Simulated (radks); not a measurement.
Results of a calculation; reference values are marked as such.
The nuclear charge of neutral carbon is varied continuously with 6 electrons held in [He] 2s2 2p2. Level of theory: non-relativistic Kohn-Sham, PBE, spin-unpolarised, spherical densities, point nucleus (a radial shooting solver on a logarithmic mesh with Libxc functionals). By the Hellmann-Feynman theorem dE/dZ = E(electron-nucleus)/Z, the electronic potential at the nucleus.

Z,E (hartree),E(electron-nucleus)/Z (hartree),HOMO,e(HOMO) (eV),<r> HOMO (bohr)
5.8,-34.87621,-14.0567,2p,-3.116,1.978
6,-37.74821,-14.6630,2p,-5.289,1.800
6.2,-40.74133,-15.2680,2p,-7.776,1.657
6.4,-43.85533,-15.8720,2p,-10.567,1.539
6.6,-47.09008,-16.4753,2p,-13.653,1.439
6.8,-50.44543,-17.0782,2p,-17.030,1.352
7,-53.92132,-17.6806,2p,-20.693,1.276

The central difference of E at Z = 6 is -14.663 hartree, to compare with the third column; the second derivative is -3.03 hartree.
